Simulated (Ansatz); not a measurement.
Reaction (ligand exchange at a B–S bond): `NB[S][GeH3]` + `O[SiH3]` → `NBO[SiH3]` + `[SH][GeH3]`

Gas-phase electronic energies from Ansatz, PBE0-D4/def2-TZVP geometries. CCSD(T)/CBS adds triple-zeta CCSD(T) − MP2 to the extrapolated MP2 energy (def2 sets, frozen cores). DFT in def2-TZVPP. B3LYP here is the variant with VWN-RPA as its local correlation; programs differ in this. For Ge outer-core shells are correlated without core-valence functions, which leaves a few kJ/mol of doubt a bond. Scalar relativity is left out up to krypton. One conformer a species, not always the lowest.

| level | ΔE (kJ/mol) | difference from CCSD(T)/CBS |
| --- | --- | --- |
| PBE-D4 | -43.8 | 7.2 |
| revPBE-D4 | -41.0 | 10.0 |
| r2SCAN-D4 | -50.5 | 0.5 |
| PBE0-D4 | -47.2 | 3.8 |
| B3LYP-D4 | -57.0 | -6.0 |
| r2SCAN | -50.9 | 0.1 |
| r2SCAN0 | -52.9 | -1.9 |
| HF/def2-SVP | -78.5 | -27.5 |
| CCSD(T)/def2-SVP | -64.5 | -13.5 |
| SCS-MP2/def2-TZVPP | -52.9 | -1.9 |
| CCSD(T)/CBS | -51.0 | 0 |

Largest T1 diagnostic among the species: 0.012.

From BLYP to BHLYP (50 % exact exchange), in def2-TZVPP and without D4, ΔE moves by −6.5 kJ/mol. The D4 term adds +3.5 kJ/mol with B3LYP and +1.7 kJ/mol with PBE0; it sums over pairs of atoms, weighted by their polarisabilities, and B3LYP, whose exchange is more repulsive, gets the larger term. Leaving LDA and LC-ωPBE aside and taking each functional with its dispersion term where it has one, the values, not all of them listed here, spread over 21.1 kJ/mol, from CAM-B3LYP-D4 to revPBE-D4. LDA lies −3.8 kJ/mol from PBE without D4.
